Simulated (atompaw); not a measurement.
PBE PAW (atompaw) dataset for Fe (Z = 26), scalar-relativistic all-electron reference.

atompaw 4.2.0.5 input, output lines left out:

```
Fe 26
GGA-PBE scalarrelativistic loggrid 1500 logderivrange -10 5 376
4 4 3 0 0 0
4 0 0.5
4 1 0
3 2 6
0 0 0
c
c
v
v
c
v
v
v
2
1.65 1.50 1.40 1.60
n
n
y
-1
n
custom polynom2 7 10 vanderbiltortho besselshape
bessel
1.20
1.65
1.10
1.65
1.20
1.65
```

All-electron outer shells of the reference configuration (PBE, scalar-relativistic, ld1.x):

```
shell  level (eV)  outermost node (bohr)  outermost maximum (bohr)
   2p     -711.62                      –                      0.18
   3s     -107.35                   0.33                      0.70
   3p      -73.39                   0.30                      0.72
   3d      -20.69                      –                      0.71
   4s      -16.17                   1.00                      2.24
   4p      -10.74                   1.09                      2.70
```

(1) What does a ghost test show?

(2) Is the overlap operator S = 1 + Σ q|β⟩⟨β| positive definite (Bessel basis up to 400 Ry)?

## Answers

(1) No extra level below or beside the all-electron valence levels (s, p, d, f tested).

(2) Yes: its lowest eigenvalue is 0.30 (d channel).
